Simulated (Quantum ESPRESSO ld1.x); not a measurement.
Values are calculated unless marked as measured or tabulated.
Excited configurations of Cr II: one electron is placed in a higher orbital outside [Ar] 3d4. The ground configuration is [Ar] 3d5. Code: ld1.x of Quantum ESPRESSO 7.5. Model: non-relativistic Kohn-Sham, PBE, spin-unpolarised, spherical densities, point nucleus. Excitation = E - E(ground); binding = E(ion) - E, where the ion is the core of charge +2; n* = 2/sqrt(2 binding) in atomic units, and the quantum defect is n - n*.

outer orbital  excitation (eV)  binding (eV)  eigenvalue (eV)  <r> (bohr)
4d                      10.437         5.717           -4.113       5.799
5d                      12.714         3.440           -2.628       10.87
5f                      13.814         2.340           -1.784       15.01
6s                      12.479         3.674           -2.941       11.50
6p                      13.037         3.116           -2.485       13.14
6d                      13.878         2.275           -1.800       17.30
6f                      14.484         1.669           -1.313       22.58
7p                      14.070         2.084           -1.686       19.99
7d                      14.541         1.612           -1.301       25.15

The Delta-SCF ionisation energy is 16.154 eV (NIST Atomic Spectra Database: 16.486 eV, measured). Self-interaction in the functional shifts the binding energies and quantum defects, so they are the method's values and not measured ones. Spin polarisation and multiplet splitting are left out, so open shells lie too high by an amount that depends on their filling.

Beside tabulated values, note that spin-unpolarised runs miss the spin-polarisation part of the exchange energy of open shells.
